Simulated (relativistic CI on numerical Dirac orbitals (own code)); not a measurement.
One change at a time: Nb32+

Base calculation: Dirac-Coulomb-Breit CI, orbitals from a KLI potential per configuration, QED by a radiative potential, unscaled Slater integrals.

Configuration list (outside the closed core 1s2): 2s2 2p5, 2s 2p6, 2p6 3s, 2p6 3p, 2p6 3d, 2s2 2p4 3s, 2s2 2p4 3p, 2s2 2p4 3d, 2s 2p5 3s, 2s 2p5 3p, 2s 2p5 3d, 2s2 2p4 4s, 2s2 2p4 4p, 2s2 2p4 4d, 2s2 2p4 4f, 2s 2p5 4s, 2s 2p5 4p, 2s 2p5 4d, 2s 2p5 4f, 2s2 2p3 3s2, 2s2 2p4 5s, 2s2 2p4 5p, 2s2 2p3 3s 3p, 2s2 2p4 5d, 2s2 2p4 5f, 2s2 2p4 5g, 2s2 2p3 3p2, 2s2 2p3 3s 3d, 2s2 2p3 3p 3d, 2s 2p4 3s2, 2s2 2p3 3d2, 2s 2p4 3s 3p, 2s 2p5 5s, 2s 2p4 3p2, 2s 2p5 5p, 2s 2p4 3s 3d. Levels of other configurations are missing.

The lowest level and the first level of each name with at least 55 % of one term (blank where a level has no safe partner in the second run):

```
             Level  Base (eV)  Shift (eV)
   2s2 2p5 2P°_3/2       0.00        0.00
   2s2 2p5 2P°_1/2      98.73      -98.73
     2s 2p6 2S_1/2     313.29     -111.74
 2s2 2p4 3s 4P_5/2    2327.28      +25.48
 2s2 2p4 3s 2P_3/2    2332.90            
2s2 2p4 3p 2P°_1/2    2407.50            
2s2 2p4 3p 4D°_7/2    2413.19       -3.06
 2s2 2p4 3s 4P_3/2    2423.21            
 2s2 2p4 3s 2P_1/2    2427.84      -66.24
 2s2 2p4 3s 2D_5/2    2437.94      -60.88
 2s2 2p4 3s 2D_3/2    2440.19      -63.13
2s2 2p4 3p 4P°_1/2    2480.40            
 2s2 2p4 3d 2F_7/2    2490.54            
 2s2 2p4 3d 4F_9/2    2490.96       -9.24
```

At this charge energies of transitions that change n are usually good to better than 1 %, and those within a shell (Δn = 0) to a few per cent.

(1) One thing was changed in a second run, which moved the levels as shown. Which?
A. configuration mixing switched off
B. Breit term removed
C. QED terms removed
D. non-relativistic limit

Answers

(1) D. Non-relativistic limit. Without relativity the fine structure collapses and s electrons lose their extra binding.

LS names give the leading component of a level, which can be under half, so a name can repeat, a term be missing and a line seem to break the LS rules.
